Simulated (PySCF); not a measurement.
This PySCF input asks for the NMR shieldings of `C=C[SiH2][CH2][AlH2-][N+]#CC`, C$_{5}$H$_{12}$AlNSi; the geometry comes from GFN2-xTB.

```python
import basis_set_exchange as bse
import numpy as np
from pyscf import gto, dft
from pyscf.prop import nmr

atoms = """
C     2.366945   -1.212604    1.211224
C     2.038339   -1.489237   -0.039248
Si    1.090598   -0.305376   -1.155602
C     0.968095    1.401638   -0.360753
Al    0.077510    1.800276    1.408560
N    -1.755992    1.206875    0.879590
C    -2.419566    0.314306    0.598744
C    -3.263357   -0.776477    0.246125
H     2.085458   -0.270148    1.664733
H     2.916539   -1.896022    1.843020
H     2.335941   -2.445669   -0.455062
H     1.763141   -0.289738   -2.469437
H    -0.258942   -0.878271   -1.402482
H     0.473025    2.063889   -1.087535
H     1.993378    1.795807   -0.285739
H    -0.137896    3.308518    1.728472
H     0.145586    0.856085    2.659285
H    -2.809934   -1.324299   -0.580069
H    -4.244695   -0.407981   -0.052874
H    -3.369321   -1.440892    1.103589
"""
names = dict.fromkeys(["C", "Si", "Al", "N", "H"], "pcSseg-1")
basis = {el: gto.basis.parse(bse.get_basis(n, elements=[el], fmt="nwchem")) for el, n in names.items()}
mol = gto.M(atom=atoms, basis=basis, charge=0, verbose=0)
mf = dft.RKS(mol, xc="PBE0")
mf.grids.level = 2
mf.grids.alignment = dft.numint.BLKSIZE   # the property module wants whole blocks of grid points
mf.conv_tol = 1e-9
mf.kernel()

calc = nmr.RKS(mf)   # GIAO
C = mf.mo_coeff
Co = C[:, mf.mo_occ > 0]
resp = mf.gen_response(singlet=True, hermi=2)
def vind(x):   # induced exchange potential for any number of trial vectors
    d = np.einsum("pi,xij,qj->xpq", C, 2 * x.reshape(-1, C.shape[1], Co.shape[1]), Co, optimize=True)
    return np.einsum("xpq,pi,qj->xij", resp(d - d.transpose(0, 2, 1)), C, Co, optimize=True).ravel()
mo1, _ = nmr.rhf.solve_mo1(calc, with_cphf=vind)
sigma = calc.kernel(mo1)
for i, s in enumerate(sigma):   # ppm
    print("%2d %-2s %9.2f" % (i, mol.atom_pure_symbol(i), np.trace(s) / 3))
```

**Question.** What are the results?

**Answer.** 
```
 0 C      41.97
 1 C      46.15
 2 Si    399.00
 3 C     199.99
 4 Al    420.06
 5 N      21.79
 6 C      52.13
 7 C     185.65
 8 H      24.90
 9 H      25.13
10 H      25.26
11 H      26.98
12 H      27.34
13 H      32.22
14 H      32.38
15 H      27.81
16 H      27.17
17 H      28.96
18 H      29.43
19 H      29.36
```

These numbers come from an equivalent density-fitted implementation of the same equations, which agrees with the script to about 0.01 ppm for H and up to a few tenths of a ppm for heavy atoms, so last digits may differ.

Size and cost of the density-fitted run: 210 basis functions, 74 s wall time on 1 thread of an Arm Neoverse N1, shared host; peak memory 0.94 GiB.
